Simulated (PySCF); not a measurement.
Selenium: highly charged ions in a basis for the neutral atom

Se⁷⁺ [Ar] 3d9, Se⁸⁺ [Ar] 3d8. Computed with PySCF 2.14 in x2c-SVPall, with the spin-free X2C one-electron Hamiltonian (Gaussian nucleus). No spin-orbit coupling, so a gap to NIST mixes the basis error with missing relativistic terms.

Changed run: basis of the neutral atom used for a highly charged ion. This setting is unsound on purpose.

```csv
species,method,sound run (hartree),changed run (hartree),converged
Se⁷⁺,UHF,not run,-2412.85988,yes
Se⁷⁺,M06-2X,not run,-2414.41344,yes
Se⁷⁺,BP86,not run,-2414.55888,yes
Se⁸⁺,UHF,not run,-2406.04829,yes
Se⁸⁺,M06-2X,not run,-2407.51758,yes
Se⁸⁺,BP86,not run,-2407.66968,yes
```

Ionisation energy of Se⁷⁺:

```csv
method,changed run (eV),NIST (eV)
UHF,185.35,184 ± 2.1
M06-2X,187.65,184 ± 2.1
BP86,187.46,184 ± 2.1
```

The contracted functions were made for the neutral atom and can be too rigid for a highly charged ion.
